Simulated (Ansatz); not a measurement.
Isolated molecules relaxed with PBE0-D4/def2-TZVP in Ansatz; ΔE leaves out vibrations. CCSD(T)/CBS adds triple-zeta CCSD(T) − MP2 to the extrapolated MP2 energy (def2 sets, frozen cores). For Ga, Se outer-core shells are correlated without core-valence functions, which leaves a few kJ/mol of doubt a bond. Scalar relativity is left out up to krypton. One conformer a species, not always the lowest.

`[NH2][GaH][SiH2]O` + H₂Se → `O[SiH2][SeH]` + `[NH2][GaH2]`  (cleavage of the Si–Ga bond)

```tsv
species	CCSD(T)/CBS(def2) energy (Eh)
`[NH2][GaH][SiH2]O`	-2346.56634
H₂Se	-2401.89790
`O[SiH2][SeH]`	-2767.43299
`[NH2][GaH2]`	-1981.05479
```

Problem. Work out ΔE.

Solution. ΔE = (-2767.43299) + (-1981.05479) − (-2346.56634) − (-2401.89790) = -0.02354 Eh = -0.64 eV.

Largest T1 diagnostic among the species: 0.014.

From PBE to PBE0 (25 % exact exchange), in def2-TZVPP and without D4, ΔE moves by −0.04 eV.
